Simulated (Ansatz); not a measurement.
AlClH4O2Si, SMILES `[OH][Al]([Cl])[O][SiH3]` from Hartree–Fock to CCSD(T)

```
atom   x (Å)   y (Å)   z (Å)
  O1  -1.670   2.254  -0.314
 Al2  -0.688   1.014  -0.881
 Cl3  -0.395   0.877  -2.932
  O4   0.040  -0.084   0.146
 Si5   0.935  -1.324   0.707
  H6  -1.853   2.385   0.615
  H7   1.219  -1.111   2.150
  H8   0.191  -2.600   0.543
  H9   2.222  -1.412  -0.032
```

The species carries charge 0 and has multiplicity 1. The structure was optimised at the PBE0-D4/def2-TZVP level. It is one conformer, not always the lowest. Frozen core, restricted reference, the Gaussian-basis code of Ansatz. CBS rows extrapolate triple and quadruple zeta; past MP2 they add the triple-zeta difference.

```
     basis      HF (Eh)  MP2 corr.  CCSD corr.       (T)  CCSD(T) total
  def2-SVP            ?   -0.65472           ?         ?              ?
def2-TZVPP  -1142.76119   -0.85708    -0.89692  -0.03188    -1143.68999
def2-QZVPP  -1142.79854   -0.93155           –         –              –
 CBS(def2)  -1142.80369   -0.98671           ?     as TZ              ?
```

(1) Fill in the withheld values. (Estimate.)

Results:

(1) The calculation gave: def2-SVP HF (Eh): -1142.21293; def2-SVP CCSD corr.: -0.69658; def2-SVP (T): -0.01374; def2-SVP CCSD(T) total: -1142.92325; CBS(def2) CCSD corr.: -1.02654; CBS(def2) CCSD(T) total: -1143.86211.
